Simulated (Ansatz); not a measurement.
Species: SnBr3, charge -1, multiplicity 1. 
Coordinates optimised at B3LYP-D3(BJ)/def2-TZVP (Ansatz, a quantum-chemistry and plane-wave program):
```xyz
4

Sn    -0.0036    -0.0108     0.8729
Br    -1.8204    -1.4632    -0.4415
Br    -0.3590     2.3173    -0.3885
Br     2.1846    -0.8387    -0.4170
```
Charge -1, spin multiplicity 1.

Basis-set convergence of Hartree-Fock and CCSD(T) correlation energies (hartree) with Ansatz. Cores are frozen in the correlated levels unless marked. Spin-orbit coupling is left out. Frozen are the shells of the preceding noble gas and the d and f shells that filled before the atom's block. Past Kr the def2 sets carry scalar-relativistic core potentials. This anion needs diffuse functions, which these sets lack.

| basis | functions | E(HF) | E(corr, CCSD(T)) |
|---|---|---|---|
| def2-SVP | 122 | -7929.90712 | -0.47369 |
| def2-TZVPP | 194 | -7930.86705 | -0.64533 |
| def2-QZVPP | 349 | ___ | ___ |

Question: Some entries are withheld; supply them.

Answer: 
- def2-QZVPP, E(HF): -7931.01827
- def2-QZVPP, E(corr, CCSD(T)): -0.71184
